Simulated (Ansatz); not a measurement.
Molecule: WF, charge 0, multiplicity 6. The spin state was set by rule; other spins were not relaxed. SMILES: [F][W]
Coordinates optimised at B3LYP-D3(BJ)/def2-TZVP (Ansatz, an electronic-structure program):
```xyz
2

W      0.0000     0.0000    -0.2066
F      0.0000     0.0000     1.6986
```
Charge 0, spin multiplicity 6.

Parts of the frozen-core correlation energy in def2-SVP (Ansatz, hartree). Frozen orbitals: 5; correlated occupied orbitals by spin: 9 and 4; virtual: 32 and 37. UHF or UKS for open shells. No spin-orbit coupling. Past Kr the def2 sets carry scalar-relativistic core potentials.

```csv
term,value
reference (HF),-165.75332
MP2 opposite-spin,?
MP2 same-spin,?
CCSD correlation,?
(T),-0.00521
CCSDT minus CCSD(T),-0.00048
T1 diagnostic,0.023
largest doubles amplitude,0.038
<S^2> of the reference,8.758
```

What belongs in the gaps?


- MP2 opposite-spin, value: -0.15736
- MP2 same-spin, value: -0.09778
- CCSD correlation, value: -0.26284
